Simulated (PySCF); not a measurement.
# [Cu(CN)2]-: computed shieldings and shifts

[Cu(CN)2]-, [C2CuN2]-, point group D∞h.

Cartesian coordinates in Å; atom numbers follow the order of the lines, from 1:
```xyz
5

Cu    0.0029    0.0022    0.0000
C     0.0033    0.0108    1.8852
N    -0.0030    0.0149    3.0530
C    -0.0001   -0.0092   -1.8852
N    -0.0030   -0.0188   -3.0530
```

Total charge -1.

GIAO calculations in PySCF on the PBE0-D3(BJ)/def2-SVP structure: isolated species, non-relativistic, equivalent atoms averaged; basis pcSseg-1 (pcSseg-2 on Cu).

Question: Give the isotropic shieldings (ppm) with B3LYP, PBE, PBE0.

Answer: 
```json
{"atoms": "Cu1", "environment": "Cu bonded to 2 C", "B3LYP": "1178", "PBE": "1091", "PBE0": "1219"}
{"atoms": "N3/N5", "environment": "nitrogen bonded to C", "B3LYP": "-72.4", "PBE": "-62.0", "PBE0": "-70.4"}
{"atoms": "C2/C4", "environment": "carbon bonded to Cu, N", "B3LYP": "35.2", "PBE": "41.8", "PBE0": "37.9"}
{"atoms": "HOMO–LUMO gap (eV)", "environment": "–", "B3LYP": "6.98", "PBE": "4.96", "PBE0": "7.42"}
```

Question: And the chemical shifts, against references computed in the same way?

Answer: 
```
atoms  nucleus, reference  B3LYP    PBE   PBE0
N3/N5            ¹⁵N, NH3  336.0  327.0  336.1
C2/C4            ¹³C, TMS  144.0  138.2  146.5
```

Question: Which part of the shielding of Cu1 depends on the functional?

Answer: Diamagnetic: B3LYP 2407, PBE 2406, PBE0 2407 ppm; paramagnetic: B3LYP -1229, PBE -1315, PBE0 -1188 ppm. The diamagnetic part, set mainly by inner electrons, hardly moves; the paramagnetic part goes with low-lying magnetically allowed excitations and carries the spread.

Question: What couplings does PBE/pcJ-1 (pcSseg-1 on Cu) give?

Answer: ¹J(C2,N3) = -6.2, ²J(C2,C4) = 26.2 Hz (averaged over equivalent pairs; isotopes ¹³C, ¹⁵N).

Experimental scales use liquid or dissolved standards, which lie at an offset from isolated NH3 (liquid NH3: subtract about 20 ppm). Unscaled 15N shifts of sp2 nitrogen come out 20 to 40 ppm too high even then.
